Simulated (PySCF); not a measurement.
PySCF input for GeH₆Si, SMILES [SiH3][GeH3] (connectivity only; charge and spin as stated), charge -1, multiplicity 2, C-PCM-M06-2X/def2-SVPD. Geometry: PBE0-D3(BJ)/def2-SVPD. The multiplicity is an assumed one; other spin states were not compared.

```python
import numpy as np
from pyscf import gto, scf, dft
from pyscf.solvent import pcm

mol = gto.M(
    atom='''
    Si   -1.76261845   -0.03082184   -0.00000000
    Ge    0.85054239    0.01012522   -0.00000000
    H    -2.04003580    0.87740429    1.18471342
    H    -2.04003581    0.87740429   -1.18471341
    H    -3.09144352   -0.85802628   -0.00000000
    H     1.25701190   -0.90832468    1.21120244
    H     1.25701190   -0.90832467   -1.21120244
    H     2.11679313    1.02736570    0.00000001
    ''',
    basis='def2-SVPD',
    charge=-1,
    spin=1,
    max_memory=1600,
    verbose=3,
)
mf = dft.UKS(mol, xc='m06-2x').density_fit(auxbasis='def2-universal-jkfit')
mf.grids.level = 4
mf.conv_tol = 1e-9
mf.max_cycle = 100
mf.kernel()
fine, coarse = mf.grids, dft.Grids(mol).set(level=1).build(with_non0tab=True)
for _ in range(3):  # follow internal instabilities
    mf.grids = coarse
    mo, _, stable, _ = mf.stability(return_status=True, nroots=4)
    mf.grids = fine
    if stable:
        break
    mf.kernel(mf.make_rdm1(mo, mf.mo_occ))
res = {}
for name, eps in {'water': 78.355, 'cyclohexanone': 15.619, 'benzene': 2.2706}.items():
    s = mf.PCM()
    s.with_solvent.method, s.with_solvent.eps, s.with_solvent.lebedev_order = 'C-PCM', eps, 29
    s.kernel(mf.make_rdm1())
    res[name] = (s.e_tot, eps, s.dip_moment(), s.mo_energy, s.converged)
    print(f'{name}: electrostatic solvation free energy {(s.e_tot - mf.e_tot) * 627.509474:.3f} kcal/mol')
```

Program output:

```

WARN: HOMO -0.102286949417612 >= LUMO -0.10228694941761

converged SCF energy = -2369.68045275799  <S^2> = 0.75907165  2S+1 = 2.0090512
<class 'pyscf.df.df_jk.DFUKS'> wavefunction is stable in the internal stability analysis

WARN: PCM is an experimental feature. It is still in testing.
Features and APIs may be changed in the future.

converged SCF energy = -2369.75537168454  <S^2> = 0.7590538  2S+1 = 2.0090334

WARN: System has nonzero charge -1; the dipole moment is origin-dependent.
Location of origin: [0. 0. 0.]

Dipole moment(X, Y, Z, Debye):  1.87828,  0.08095, -0.00000
water: electrostatic solvation free energy -47.012 kcal/mol

WARN: PCM is an experimental feature. It is still in testing.
Features and APIs may be changed in the future.

converged SCF energy = -2369.75145481082  <S^2> = 0.75905616  2S+1 = 2.0090357

WARN: System has nonzero charge -1; the dipole moment is origin-dependent.
Location of origin: [0. 0. 0.]

Dipole moment(X, Y, Z, Debye):  1.87691,  0.07977, -0.00000
cyclohexanone: electrostatic solvation free energy -44.554 kcal/mol

WARN: PCM is an experimental feature. It is still in testing.
Features and APIs may be changed in the future.

converged SCF energy = -2369.72278287986  <S^2> = 0.75906871  2S+1 = 2.0090482

WARN: System has nonzero charge -1; the dipole moment is origin-dependent.
Location of origin: [0. 0. 0.]

Dipole moment(X, Y, Z, Debye):  1.86444,  0.07322, -0.00000
benzene: electrostatic solvation free energy -26.563 kcal/mol
```

Self-consistency was reached.
